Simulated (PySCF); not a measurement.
## Levels of Xe⁴¹⁺ from EOM-EA-GCCSD

Reference: closed-shell Xe⁴²⁺, [Ne] 3s2; one electron is added. Calculated with PySCF 2.14, two-component X2C-1e with screened spin-orbit coupling, an uncontracted even-tempered set (18 s from 3.2 bohr⁻², ratio 2.6; 14 p from 4.2 bohr⁻², ratio 2.6; 6 d from 4.3 bohr⁻², ratio 2.8; 4 f from 60 bohr⁻², ratio 2.8); frozen 1s2; the 54 highest virtual spinors dropped; of the others 56 kept and the rest restored at second order. No Breit or QED terms. Binding energies in eV.

| level | Koopmans | second order | EOM-CCSD |
| --- | --- | --- | --- |
| 3p1/2 | 3068.9 | 3070.9 | 3070.5 |
| 3p3/2 | 2984.2 | 2986.6 | 2986.6 |
| 3d3/2 | 2833.7 | near a pole | 2829.7 |
| 3d5/2 | 2815.5 | near a pole | 2824.3 |

Electric-dipole lines between these computed levels:

```csv
lower,upper,ΔE (eV),vacuum wavelength (nm)
3p1/2,3d3/2,240.79,5.149
3p3/2,3d3/2,156.94,7.900
3p3/2,3d5/2,162.32,7.638
```

In EOM-CCSD the overlap with the one-orbital guess is low for 3d3/2 (weight 0.82), 3d5/2 (weight 0.61). That can mean mixing with two-particle, one-hole states, where second order and EOM-CCSD lose accuracy, or only a rotation among the degenerate components of the shell; the terms of those configurations are not listed.

For comparison, the ionisation energy of Xe⁴¹⁺ is 3068 ± 4 eV (theoretical estimate listed by NIST; NIST Atomic Spectra Database, ionization energies).

Only part of the computed levels is shown.
